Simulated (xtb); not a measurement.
H$_{12}$Si$_{5}$, charge +1, doublet, at a GFN2-xTB geometry of the parent state (a state made from the parent by changing its charge; the spin is typed, not shown lowest); GFN0-xTB (xtb 6.7.1).

Here is a job for xtb.
```
$ xtb mol.xyz --gfn 0 --chrg 1 --uhf 1 --json

# file mol.xyz
17

Si    -0.39987379    -0.88118962    -2.13497317
Si     0.00008728     0.00003811    -0.00007686
Si    -0.01936908     2.34160751    -0.10489889
Si    -1.67154749    -0.72989766     1.47203667
Si     2.09073072    -0.73054627     0.76788792
H     -1.68998104    -0.45654750    -2.68313463
H     -0.41130091    -2.34577006    -2.14253522
H      0.61550825    -0.47256910    -3.10822246
H      0.23433488     2.96233684     1.19721786
H     -1.30379917     2.87015447    -0.56972258
H      0.99732510     2.86932833    -1.01760325
H     -3.00679306    -0.28341603     1.06836245
H     -1.73661000    -2.19012134     1.56527369
H     -1.46866158    -0.23902180     2.83697536
H      2.17817573    -2.19028969     0.84962613
H      3.18787523    -0.30048259    -0.10188489
H      2.40353971    -0.22377048     2.10598823
```

Output, abridged:

```
   ID    Z sym.   atoms
    1   14 Si     1-5
    2    1 H      6-17

           -------------------------------------------------
          |                Calculation Setup                |
           -------------------------------------------------

           -------------------------------------------------
          |                 G F N 0 - x T B                 |
           -------------------------------------------------

          ...................................................
          :                      SETUP                      :
          :.................................................:
          :  # basis functions                  74          :
          :  # atomic orbitals                  69          :
          :  # shells                           39          :
          :  # electrons                        31          :
          :  electronic temp.          300.0000000     K    :
          :  accuracy                    1.0000000          :
          :  -> integral cutoff          0.2500000E+02      :
          :  -> integral neglect         0.1000000E-07      :
          ...................................................

         :::::::::::::::::::::::::::::::::::::::::::::::::::::
         ::                     SUMMARY                     ::
         :::::::::::::::::::::::::::::::::::::::::::::::::::::
         :: total energy             -14.121969184251 Eh    ::
         :: gradient norm              0.006764387178 Eh/a0 ::
         :: HOMO-LUMO gap              2.655306624100 eV    ::
         ::.................................................::
         :: H0 energy                -15.494076026365 Eh    ::
         :: repulsion energy           0.169192358048 Eh    ::
         :: electrostat energy         1.208263016988 Eh    ::
         :: -> Gsolv                   0.000000000000 Eh    ::
         ::    -> Gsasa                0.000000000000 Eh    ::
         ::    -> Gshift               0.000000000000 Eh    ::
         :: dispersion energy         -0.005348532923 Eh    ::
         :: short-range corr.          0.000000000000 Eh    ::
         :: add. restraining           0.000000000000 Eh    ::
         :: total charge               1.000000000000 e     ::
         :::::::::::::::::::::::::::::::::::::::::::::::::::::

           -------------------------------------------------
          |                Property Printout                |
[...]
    12   1 H        0.918    -0.050     4.082     3.160
    13   1 H        0.918    -0.050     4.082     3.160
    14   1 H        0.918    -0.050     4.082     3.160
    15   1 H        0.918    -0.050     4.082     3.160
    16   1 H        0.918    -0.050     4.082     3.160
    17   1 H        0.918    -0.050     4.081     3.160

 Mol. C6AA /au·bohr⁶  :       7053.958070
 Mol. C8AA /au·bohr⁸  :     348709.978093
 Mol. α(0) /au        :        148.775462

Wiberg/Mayer (AO) data.
largest (>0.10) Wiberg bond orders for each atom

 ---------------------------------------------------------------------------
     #   Z sym  total        # sym  WBO       # sym  WBO       # sym  WBO
 ---------------------------------------------------------------------------
     1  14 Si   3.572 --     6 H    0.860     8 H    0.860     7 H    0.860
                             2 Si   0.762
     2  14 Si   3.430 --     1 Si   0.762     5 Si   0.762     3 Si   0.762
                             4 Si   0.762
     3  14 Si   3.572 --     9 H    0.860    11 H    0.860    10 H    0.860
                             2 Si   0.762
     4  14 Si   3.572 --    14 H    0.860    12 H    0.860    13 H    0.860
                             2 Si   0.762
     5  14 Si   3.572 --    15 H    0.860    16 H    0.860    17 H    0.860
                             2 Si   0.762
     6   1 H    0.906 --     1 Si   0.860
     7   1 H    0.906 --     1 Si   0.860
     8   1 H    0.906 --     1 Si   0.860
     9   1 H    0.906 --     3 Si   0.860
    10   1 H    0.906 --     3 Si   0.860
    11   1 H    0.906 --     3 Si   0.860
    12   1 H    0.906 --     4 Si   0.860
    13   1 H    0.906 --     4 Si   0.860
    14   1 H    0.906 --     4 Si   0.860
    15   1 H    0.906 --     5 Si   0.860
    16   1 H    0.906 --     5 Si   0.860
    17   1 H    0.906 --     5 Si   0.860
 ---------------------------------------------------------------------------

Topologies differ in total number of bonds
Writing topology from bond orders to xtbtopo.mol

 dipole moment from electron density (au)
     X       Y       Z
   0.0001   0.0001  -0.0001  total (Debye):    0.000

           -------------------------------------------------
          | TOTAL ENERGY              -14.121969184251 Eh   |
          | GRADIENT NORM               0.006764387178 Eh/α |
          | HOMO-LUMO GAP               2.655306624100 eV   |
           -------------------------------------------------

normal termination of xtb
```
